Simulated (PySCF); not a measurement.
Si(Cl)2(vinyl)(OH) (C2H4Cl2OSi), SMILES O[Si](C=C)(Cl)Cl. Atoms are numbered in the order given.

```xyz
10

C     -2.7961    -0.2941     0.0000
C     -1.5785    -0.8593     0.0000
Si    -0.0389     0.1507     0.0000
O     -0.4812     1.7408     0.0000
Cl     1.1336    -0.2785    -1.6524
Cl     1.1336    -0.2785     1.6524
H     -2.9217     0.7931     0.0000
H     -3.7118    -0.8951     0.0000
H     -1.4879    -1.9522     0.0000
H      0.2216     2.4058     0.0000
```

Geometry optimised at TPSSh-D3(BJ)/def2-SVP. Other conformers were not sampled.

These are PBE0/pcSseg-1 run with PySCF values and carry that method's errors.

GIAO shieldings, no solvent; atoms listed in one row are averaged. δ = σ(ref) − σ: ¹³C against TMS (σ = 186.3 ppm); ²⁹Si against TMS (σ = 352.7 ppm); ¹⁷O against H2O (σ = 334.2 ppm); ³⁵Cl against HCl (σ = 945.9 ppm); ¹H against TMS (σ = 31.56 ppm), references at their B3LYP-D3(BJ)/def2-TZVP geometries, non-relativistic (without spin–orbit terms, shifts of atoms bonded to Cl or Br come out too high).

Computed chemical shifts:
```tsv
nucleus	atoms	count	δ (ppm)
¹³C	C1	1	151.3
¹³C	C2	1	139.6
²⁹Si	Si3	1	-3.6
¹⁷O	O4	1	84.3
³⁵Cl	Cl5, Cl6	2	120.6
¹H	H7	1	6.92
¹H	H8	1	6.84
¹H	H9	1	6.28
¹H	H10	1	2.97
```
